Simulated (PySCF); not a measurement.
ethynyl anion (C₂H), SMILES [C-]#C, charge -1.

Coordinates come from a PBE-D3(BJ)/def2-TZVPD optimisation.

Two levels are set side by side: PBE/def2-TZVPD (PySCF) and CAM-B3LYP/def2-TZVPD (PySCF). Same geometry, gas phase. Differences are taken from unrounded values.

| quantity | CAM-B3LYP |
|---|---|
| orbital gap (eV) | 7.47 |
| highest occupied level (eV) | -2.17 |
| lowest empty level (eV) | 5.30 |
| mean polarisability (bohr³) | 38.5 |

Q: What does PBE give, and how far is it from CAM-B3LYP? (Estimate from the structure and the level; the computed values follow.)

A: 
| quantity | PBE | PBE minus CAM-B3LYP |
|---|---|---|
| orbital gap (eV) | 3.86 | -3.61 |
| highest occupied level (eV) | 0.55 | 2.72 |
| lowest empty level (eV) | 4.40 | -0.90 |
| mean polarisability (bohr³) | 41.7 | 3.2 |

PBE's occupied levels lie high since its potential decays too fast outside the molecule; exact exchange lowers them and widens the gap. PBE's more diffuse valence density responds more strongly to a field. Differences between two approximate levels are no errors against the true value.

Rough cost on one machine, each run with all the roots and properties that it gave: CAM-B3LYP against PBE within a factor of 2.
